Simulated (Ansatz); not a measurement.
Compare A (`[SiH3][CH]1[NH][GeH2]1`) with its isomer B (`[SiH3][GeH]1[CH2][NH]1`).

Gas-phase electronic energies from Ansatz, PBE0-D4/def2-TZVP geometries. CCSD(T)/CBS adds triple-zeta CCSD(T) − MP2 to the extrapolated MP2 energy (def2 sets, frozen cores). DFT in def2-TZVPP. B3LYP here is the variant with VWN-RPA as its local correlation; programs differ in this. For Ge outer-core shells are correlated without core-valence functions, which leaves a few kJ/mol of doubt a bond. Scalar relativity is left out up to krypton.

A:

```xyz
11

Si    1.184   -1.105    0.518
C    -0.444   -0.396   -0.036
N    -0.399    0.320   -1.347
Ge   -0.784    1.497    0.059
H     1.075   -1.544    1.937
H     1.588   -2.272   -0.315
H     2.236   -0.060    0.412
H    -1.330   -1.001    0.168
H    -1.204    0.092   -1.921
H     0.312    2.517    0.332
H    -2.234    1.950    0.193
```

B:

```xyz
11

Si   -1.923    0.109   -0.175
Ge    0.157   -0.696    0.574
C     1.715   -0.183   -0.447
N     1.504    0.632    0.748
H    -2.713   -0.968   -0.826
H    -1.629    1.177   -1.166
H    -2.725    0.679    0.939
H     0.295   -1.750    1.672
H     2.591   -0.825   -0.402
H     1.554    0.265   -1.426
H     1.175    1.561    0.509
```

Which is lower in electronic energy at CCSD(T)/CBS, and by how much? (Best estimate.)

The calculation gave: B, by 5.6 kcal/mol.

Give E(B) − E(A) in kcal/mol with B3LYP, PBE0-D4, ωB97M-V, CCSD/def2-TZVPP, CCSD(T)/def2-TZVPP, HF/def2-TZVPP, MP2/def2-TZVPP. (An estimate is asked.)

Ansatz gave: B3LYP -7.1, PBE0-D4 -7.5, ωB97M-V -5.2, CCSD/def2-TZVPP -5.5, CCSD(T)/def2-TZVPP -5.7, HF/def2-TZVPP -4.1, MP2/def2-TZVPP -5.1. None reverses the order clearly.

Largest T1 diagnostic: 0.013.

From PBE to PBE0 (25 % exact exchange), in def2-TZVPP and without D4, E(B) − E(A) moves by +0.9 kcal/mol. In def2-TZVPP, CCSD(T) changes the Hartree–Fock value by −1.6 kcal/mol (the triples alone add −0.2 kcal/mol) and MP2 by −1.0 kcal/mol.
